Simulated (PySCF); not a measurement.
Precursor series Cd CH3-Br. Gas-phase values, no solvent. One relaxed conformer stands for each flexible species; it need not be the lowest.

All values below come from PBE-D3(BJ)/def2-TZVP // PBE-D3(BJ)/def2-SVP run with PySCF. 

```csv
species,LUMO (eV),mean distance from the central atom to its bonded neighbours (Å)
0 of 2 CH3 replaced by Br,-0.70,2.126
1 of 2 CH3 replaced by Br,-1.83,2.278
2 of 2 CH3 replaced by Br ([Cd(Br)2]),___,2.420
```

**Question.** Complete the blanks.

**Answer.** 
- 2 of 2 CH3 replaced by Br ([Cd(Br)2]), LUMO (eV): -3.25
